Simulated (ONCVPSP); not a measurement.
# Mo (Z = 42): excitation energies, all-electron against ONCV

ONCVPSP 4.0.1 input, shortened (lines: element, Z, core and valence counts, functional; n l f; lmax; l rc ep ncon nbas qcut; lloc lpopt rc5 dvloc0; l nproj debl; icmod fcfact rcfact), LDA (Perdew-Wang 92), scalar-relativistic:

```
  Mo 42.00    8    2  -001012      upf
    1    0    2.00
    2    0    2.00
    2    1    6.00
    3    0    2.00
    3    1    6.00
    3    2   10.00
    4    0    2.00
    4    1    6.00
    4    2    5.00
    5    0    1.00
    2
    0    2.50    0.00    4    9    2.30
    1    2.25    0.42    4    7    3.40
    2    2.20    0.00    4    8    8.30
    4    5    2.05    3.00
    0    1    3.20
    1    2    3.70
    2    1    2.50
    3    2.75    1.25
```

Energies are relative to the spin-unpolarised reference configuration 4d5 5s1; without spin polarisation the order of configurations can differ from experiment.

Q: Give the all-electron excitation energy and the error of the potential for: 4d5 5s0; 4d4 5s0; 4d3 5s0; 4d6 5s0.

A:

```
valence configuration  charge  ΔE all-electron (eV)  error AE − PS (meV)
              4d5 5s0      +1                 7.178                 -3.8
              4d4 5s0      +2                22.879                 -6.3
              4d3 5s0      +3                49.842                 -189
              4d6 5s0       0                 0.817                  -39
```

Levels in the configuration 4d5 5s0:

```tsv
level	all-electron (eV)	pseudo (eV)
4d	-10.659	-10.621
```

Note: no bound ghost flagged; GHOST(+) flagged for p at 135.8 eV, p at 350.9 eV.
